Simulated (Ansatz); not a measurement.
Geometry optimisation, RKS PBE/def2-mTZVP (Ansatz).

The input (input.yaml):

```yaml
crystal:
  periodic: [false, false, false]
  atoms:
    - { symbol: Sn, position_ang: [-0.505799, -0.997977, 0.692176] }
    - { symbol: O, position_ang: [1.210278, 1.497869, -0.733915] }
    - { symbol: H, position_ang: [-1.805737, -2.012262, 1.195472] }
    - { symbol: H, position_ang: [0.42761, -1.694095, -0.569235] }
    - { symbol: H, position_ang: [0.389322, -0.338864, 1.998249] }
    - { symbol: H, position_ang: [0.25333, 1.670647, -0.806741] }
    - { symbol: F, position_ang: [-1.463432, 0.520302, -0.121503] }
    - { symbol: H, position_ang: [1.494326, 1.35448, -1.654603] }
basis:
  gaussian: { orbitals: def2-mTZVP }
hamiltonian:
  xc: pbe
relax:
  f_tol: 0.03
  max_steps: 50
```

Run as:

```bash
$ ansatz run input.yaml --threads 2 --pin off --max-ram 3072MiB --backend cpu --events-out ev --progress --plain --runs-dir out
```

Question: Where does it end, and by what steps?

Answer: The forces met the threshold. After 7 steps the energy has fallen by 0.031 eV; O2 moved furthest, 0.20 Å.

| step | energy less start (eV) | largest force component (eV/Å) | accepted |
| --- | --- | --- | --- |
| 0 | 0.0000 | 0.293 | yes |
| 1 | -0.0117 | 0.872 | yes |
| 2 | 0.0250 | 1.960 | no |
| 3 | -0.0173 | 0.567 | yes |
| 4 | -0.0210 | 0.820 | yes |
| 5 | -0.0301 | 0.058 | yes |
| 6 | -0.0305 | 0.042 | yes |
| 7 | -0.0314 | 0.027 | yes |

```xyz
8
Properties=species:S:1:pos:R:3
Sn -0.437 -0.926 0.626
O 1.114 1.365 -0.614
H -1.746 -1.904 1.177
H 0.446 -1.687 -0.634
H 0.470 -0.251 1.913
H 0.156 1.555 -0.727
F -1.448 0.579 -0.214
H 1.447 1.269 -1.525
```

The run took 13 s on 2 threads of Arm Neoverse V1, on a shared host, peak memory 0.16 GiB.
